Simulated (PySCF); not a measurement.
From computed data to an observable: oscillator strength and radiative lifetime

C4H5F, SMILES F[C@H]1C=CC1.

Geometry optimised at PBE0-D3(BJ)/def2-SVP. The structure was generated by enumeration; whether it is a known compound was not checked.

TDDFT-ωB97X/def2-SVPD run with PySCF puts the first singlet state with f over 0.02 at 7.10 eV (vertical), with the transition dipole (0.476, -0.895, 0.228) in atomic units.

### Question
Find the oscillator strength, the wavelength and the radiative lifetime that this transition would have in vacuum if emission retraced absorption.

### Answer

|μ|² = 1.0796 au, so |μ| = 2.64 D. ΔE = 7.10/27.211 = 0.2609 hartree. f = (2/3) ΔE |μ|² = 0.188 (the program prints 0.188).
λ = 1239.84/7.10 = 175 nm; ν = 57265 cm⁻¹.
Einstein's coefficient A = 0.6670 ν² f s⁻¹ (ν in cm⁻¹) = 4.1e8 s⁻¹, so τ = 1/A = 2.4 ns. This state is S1. The figure is the radiative limit of this one transition; relaxation, internal conversion, crossing to triplets and a medium change what is measured.
